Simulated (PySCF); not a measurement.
Caution: the restricted solution is unstable towards spin-unrestricted or complex orbitals, so a lower solution exists and this singlet may not be the ground state.  The multiplicity is imposed and other spin states were not computed.

B3LYP has the VWN-RPA correlation part, as in Gaussian. 

Z-matrix (Å, degrees):
```
Ir
F 1 1.8434
F 1 1.8437 2 118.07
F 1 1.8438 2 118.05 3 155.46
```
Charge 0, spin multiplicity 1.

Predict the total energy, LUMO, charge on the central atom (Mulliken), HOMO and dipole moment from PySCF 2.14.0 with B3LYP-D3(BJ)/def2-TZVP // TPSS-D3(BJ)/def2-SVP.


```json
{
  "total_energy": "-10993.64 eV",
  "LUMO": "-4.91 eV",
  "charge on the central atom (Mulliken)": "1.01 e",
  "HOMO": "-7.88 eV",
  "dipole_moment": "0.61 D"
}
```
